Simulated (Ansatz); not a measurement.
```xyz
14

O     0.293   -0.155    2.564
B     0.729    0.479    1.432
O     1.702    1.431    1.557
C     0.086    0.070    0.095
C     0.280    0.491   -1.210
C    -0.591   -0.234   -2.045
C    -1.303   -1.088   -1.233
N    -0.888   -0.894    0.039
H     0.745    0.160    3.351
H     1.954    1.828    0.722
H     0.981    1.248   -1.532
H    -0.692   -0.149   -3.116
H    -2.067   -1.810   -1.474
H    -1.230   -1.378    0.851
```

The species carries charge 0 and has multiplicity 1.

Q: List the PBE/def2-TZVPP orbital energies in eV (the Gaussian-basis code of Ansatz). (Estimate.)

A: The calculation gave: Occupied: -510.48, -510.42, -381.71, -269.48, -268.93, -268.60, -268.51, -177.60, -25.88, -25.05, -24.46, -19.17, -17.82, -14.56, -14.34, -13.85, -13.47, -12.60, -10.47, -10.42, -10.17, -9.36, -9.17, -9.15, -8.80, -8.09, -7.55, -6.02, -5.31. Lowest empty: -0.90, -0.06, 0.60, 0.68, 0.95, 1.73, 2.12, 2.15.
